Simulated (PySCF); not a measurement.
FeO₄, SMILES [O]=[Fe](=[O])(=[O])=[O], multiplicity 1. Coordinates come from a PBE0-D3(BJ)/def2-SVP optimisation. The multiplicity is an assumed one; other spin states were not compared.

Computed equilibrium geometry at PBE0-D3(BJ)/def2-SVP (PySCF confirms it by a frequency run) as a Z-matrix, and its point group:
point group Td.
```
Fe
O 1 1.5535
O 1 1.5535 2 109.47
O 1 1.5535 2 109.47 3 -120.00
O 1 1.5535 2 109.47 3 120.00
```
Charge 0, spin multiplicity 1.
